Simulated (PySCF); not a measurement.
Spectrum to structure. The calculation used PySCF, TDDFT wB97X-D/def2-SVPD, vertical, gas phase, core orbitals frozen in the response. Geometries: PBE0-D3(BJ)/def2-SVP, one conformer each.

```json
{"state": "S1", "E (eV)": "5.79", "f": "0.0005", "main configurations (H = HOMO, L = LUMO)": "H→L (65%), H→L+1 (11%), H→L+6 (9%)"}
{"state": "S2", "E (eV)": "6.84", "f": "0.032", "main configurations (H = HOMO, L = LUMO)": "H→L+1 (66%), H→L+2 (18%)"}
{"state": "S3", "E (eV)": "7.31", "f": "0.0087", "main configurations (H = HOMO, L = LUMO)": "H→L+2 (38%), H→L+3 (29%), H→L+6 (12%)"}
{"state": "S4", "E (eV)": "7.59", "f": "0.016", "main configurations (H = HOMO, L = LUMO)": "H→L+3 (29%), H→L+2 (21%), H→L (13%)"}
{"state": "S5", "E (eV)": "7.66", "f": "0.0065", "main configurations (H = HOMO, L = LUMO)": "H-2→L+4 (11%), H→L+3 (10%), H-2→L (8%)"}
{"state": "S6", "E (eV)": "7.73", "f": "0.0080", "main configurations (H = HOMO, L = LUMO)": "H→L+4 (28%), H→L+5 (9%)"}
```

Orbital energies (eV): HOMO-3 -11.48, HOMO-2 -11.34, HOMO-1 -10.96, HOMO -8.97, LUMO 1.72, LUMO+1 2.05, LUMO+2 2.25.

Question: Which structure fits?
A. `C/N=C/C1=CC=CS1`
B. `CS[C@@H](F)[C@H](C)CC#N`
C. `CSc1ccccn1`

Answer: B. Its S1, at 5.79 eV, is the highest among the candidates; the nearest of the others has S1 at 4.81 eV. S1 is HOMO→LUMO (65%), HOMO→LUMO+1 (11%), HOMO→LUMO+6 (9%). Löwdin shares by element: HOMO sulfur 69%, carbon 18% or more; LUMO sulfur 40%, carbon 13% or more, hydrogen 7% or more (atoms not listed hold the other 40%). At the same level the other candidates give, for their lowest levels:
- `CSc1ccccn1`: 4.81 eV (f 0.068); 5.26 eV (f 0.003); 5.29 eV (f 0.267); 5.54 eV (f 0.000); 5.67 eV (f 0.000); T1 3.92 eV; HOMO -8.02, LUMO 0.86 eV
- `C/N=C/c1cccs1`: 4.62 eV (f 0.001); 4.75 eV (f 0.317); 5.31 eV (f 0.124); 6.41 eV (f 0.001); 6.75 eV (f 0.001); T1 3.08 eV; HOMO -8.39, LUMO 0.20 eV

Shape of the structure used: `[CH3:1][S:2][C@@H:3]([F:4])[C@H:5]([CH3:6])[CH2:7][C:8]#[N:9]`: C1–S2–C3–F4 71°, S2–C3–C5–C6 -173°, C3–C5–C7–C8 59°.
Triplets come from the Tamm–Dancoff approximation.
